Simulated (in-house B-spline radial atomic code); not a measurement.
The numbers below are computed, except where a source is named.
## Stopping and range of 10 keV B in Ge

The pair potential comes from two frozen, spherical free-atom densities (PBE, B-spline radial code, scalar-relativistic past argon): electrostatics plus the change in Thomas-Fermi kinetic and Dirac exchange energy where they overlap, the recipe behind the universal ZBL potential, which averages such potentials (from solid-state densities) over many pairs. It is written V = (Z1 Z2 e²/r) φ(r/a), with e² = 14.3996 eV·Å and a = 0.46850 Å/(Z1^0.23 + Z2^0.23); ZBL's fit is φ = 0.18175 e^(−3.1998x) + 0.50986 e^(−0.94229x) + 0.28022 e^(−0.4029x) + 0.02817 e^(−0.20162x). Where φ falls below 4e-4 it is continued as an exponential.

The target is taken as amorphous, with density 5.3234 g/cm³ (NSM archive of the Ioffe Institute); channelling is ignored. Masses: B 10.81, Ge 72.63 u. Nuclear stopping is S_n = 4π a Z1 Z2 e² M1/(M1 + M2) × s_n(ε), with s_n integrated over impact parameters for each pair. Electronic stopping is Lindhard and Scharff's S_e = Z1^(1/6) 8π e² a0 Z1 Z2/(Z1^(2/3) + Z2^(2/3))^(3/2) × v/v0, with a0 = 0.529177 Å and v = v0 at 24.801 keV/u; it misses the oscillations with Z1 seen in experiment, which reach tens of per cent. Compounds add by atom fraction.

```csv
target atom,a (Å),ε at this energy,"s_n, this pair","s_n, ZBL potential"
Ge,0.12776,0.4827,0.3565,0.345
```

Task: What are the atom density and the stopping powers at entry?

Result: N = 5.3234 × 0.602214/72.63 = 0.04414 atoms/Å³. For Ge: S_n = 479.2 × 0.3565 = 170.8 eV·Å², S_e = 1.6503 × √10000 = 165 eV·Å². Averaged over the target's atoms and times N × 10 Å/nm, the ion loses N S_n = 75.4 eV/nm to recoils and N S_e = 72.8 eV/nm to electrons; the nuclear share is 51 %.

Along the track:

```tsv
E (keV)	N S_n (eV/nm)	N S_e (eV/nm)
0.5	47.9	16.3
1.5	64.4	28.2
3	72.8	39.9
5	76.1	51.5
7.5	76.5	63.1
10	75.4	72.8
```

Task: Estimate the path length and the projected range.

Result: With continuous slowing down the path is the integral of dE/(N (S_n + S_e)). Trapezoids over the table give 80.8 nm, and the stretch below the first row, with stopping taken as √E, adds 2E/(N S) = 16 nm: 96.4 nm in all, against 92.1 nm on a fine grid from 5 eV. Deflections shorten the depth: to first order in the energy passed on, N (S_n + S_e) dR_p/dE = 1 − N S_n (M2/M1) R_p/(2E), summed over the target's atoms, and integrating this on the fine grid gives R_p = 25.5 nm, 0.28 of the path. Lindhard's rule of thumb R/(1 + M2/3M1), with mean M2/M1 = 6.72, gives 28.4 nm; it is meant for M2/M1 below about 2. On the ZBL potential the same equation gives 26.2 nm, and the full integral equation, which keeps hard collisions, 27.5 nm.
